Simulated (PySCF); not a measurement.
**Working out the ionisation energy of Hg²⁺**

Hg²⁺ [Xe] 4f14 5d10 (1S) → Hg³⁺ [Xe] 4f14 5d9 (2D). Calculation: PySCF 2.14, in aug-cc-pwCVDZ-PP with ECP60MDF (6s6p5d3f, 70 functions); scalar relativity through the core potential. Frozen: nothing. Energies in hartree (1 hartree = 27.21139 eV):

```csv
part,Hg²⁺ (lower),Hg³⁺ (upper)
UHF,-151.598736,-150.364806
CCSD correlation,-0.463404,-0.418996
(T),-0.008977,-0.006910
```

Question: What does Hartree-Fock give?

Answer: (-150.364806) − (-151.598736) = 1.233930 hartree = 33.577 eV.

Question: What do CCSD and CCSD(T) give?

Answer: The CCSD correlation energies differ by 0.044408 hartree = 1.208 eV and the triples by 0.002067 hartree = 0.056 eV, so CCSD gives 34.785 eV and CCSD(T) 34.841 eV.

Reference: 34.49 ± 0.05 eV (measured; NIST Atomic Spectra Database, ionization energies), between the lowest levels; spin-orbit coupling is absent from the calculation.

A double-zeta basis recovers only part of the correlation energy.

What remains against the reference includes basis incompleteness and higher excitations.
